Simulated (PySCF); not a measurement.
Computed shifts of a molecule C₃H₉AlO, PBE/pcSseg-1 (PySCF), GIAO, gas phase, atoms alike by connectivity averaged where their shifts nearly agree, in ppm (number of nuclei): ¹H: 5.31 (1), 3.62 (1), 1.70 (2), 1.34 (3), 0.55 (2). ¹³C: 24.7 (1), 24.6 (1), 15.8 (1). References: ¹H against TMS (σ = 31.49 ppm); ¹⁷O against H2O (σ = 334.3 ppm); ¹³C against TMS (σ = 182.0 ppm), references at their B3LYP-D3(BJ)/def2-TZVP geometries, non-relativistic. Geometry: B3LYP-D3(BJ)/def2-SVP. One conformer was computed; it need not be the lowest.

Q: Pick the molecule that these values belong to.
(A) C[O][Al]([CH3])[CH3]
(B) C[CH2][AlH][O]C
(C) CC(C)[O][AlH2]
(D) CC[CH2][AlH][OH]

A: D, CC[CH2][AlH][OH]
